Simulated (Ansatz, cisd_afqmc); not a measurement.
System: BH$_{3}$S, charge 0, singlet. BH3S (SMILES SB).
B3LYP-D3(BJ)/def2-TZVP minimum from Ansatz (a quantum-chemistry and plane-wave program):
```xyz
5

B     -0.7938    -0.9118     0.1461
H     -0.3835    -1.9590     0.5257
H     -1.9390    -0.7211    -0.0944
S      0.4169     0.3671    -0.0433
H     -0.3781     1.3651    -0.4697
```

Atomisation energy term by term, kcal/mol (programs: Ansatz, cisd_afqmc). Radicals and triplets start from unrestricted determinants; spin-orbit coupling is neglected. Correlated methods leave the cores frozen. Rows without X2C or -DK are non-relativistic. The Monte Carlo rows (phaseless AFQMC, CISD trial, step 0.005/hartree) carry one-sigma bars that omit the constraint's bias. Outlying blocks are dropped, and bars are widened where a walk drifts. Over all cases where full CI ran beside it in this data, AFQMC minus full CI had a median of +0.1 mEh and passed +0.4 mEh in a tenth of the cases. CBS(X,Y): correlation extrapolated as X^-3, Hartree-Fock from the larger set (Q,5: extrapolated as (X+1)exp(-9√X)). A bracket is a step between two methods taken in the basis named. '+ core + X2C': CCSD(T) terms for core correlation (cc-pwCVTZ, 1s frozen past Ne) and scalar relativity (cc-pVTZ-DK). Where a partner has so few electrons that a lower coupled-cluster level is exact, that level stands in.

| term | basis | kcal/mol |
|---|---|---|
| Hartree-Fock | CBS(cc-pV(Q+d)Z,cc-pV(5+d)Z) | 290.52 |
| CCSD correlation | CBS(cc-pV(Q+d)Z,cc-pV(5+d)Z) | 79.44 |
| (T) | CBS(cc-pV(Q+d)Z,cc-pV(5+d)Z) | 5.03 |
| CCSDT(Q) - CCSD(T) | cc-pV(T+d)Z | 0.21 |
| CCSDTQ - CCSDT(Q) | cc-pV(D+d)Z | -0.02 |
| core correlation | cc-pwCVTZ | 1.55 |
| scalar relativity | X2C, cc-pVTZ-DK | -0.44 |
| sum: De |  | 376.3 |

The step beyond CCSD(T) by other levels: CCSDTQ in cc-pV(D+d)Z 0.33; AFQMC/CISD in cc-pV(D+d)Z 0.28 ± 0.28; CCSDT(Q) in cc-pV(D+d)Z 0.36 kcal/mol.
